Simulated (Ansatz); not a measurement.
(NaF)2 ring (Na₂F₂). Total charge 0; singlet. Geometry PBE-D4/def2-TZVP, basis def2-TZVP, Ansatz.

```json
{"run": "A", "HOMO (eV)": "-7.18", "LUMO (eV)": "-0.94"}
{"run": "B", "HOMO (eV)": "-10.20", "LUMO (eV)": "-0.19"}
{"run": "C", "HOMO (eV)": "-9.25", "LUMO (eV)": "-0.31"}
{"run": "D", "HOMO (eV)": "-5.71", "LUMO (eV)": "-1.24"}
{"run": "E", "HOMO (eV)": "-6.77", "LUMO (eV)": "-0.43"}
{"run": "F", "HOMO (eV)": "-6.00", "LUMO (eV)": "-1.17"}
```

HSE06 is defined as in plane-wave codes, on full-range PBE exchange.

**Question.** The runs used CAM-B3LYP, HSE06, LDA (SPW92), PBE, r2SCANh, ωB97M-V. Estimate which is which.

**Answer.** A HSE06 (range-separated); B ωB97M-V (range-separated); C CAM-B3LYP (range-separated); D PBE (0 % exact exchange); E r2SCANh (10 % exact exchange); F LDA (SPW92) (0 % exact exchange). Exact exchange lowers occupied and raises empty levels; among semilocal functionals meta-GGAs tend to open the gap a little, and such runs are hard to tell apart. The gap grows from 4.47 eV (PBE) to 10.00 eV (ωB97M-V).
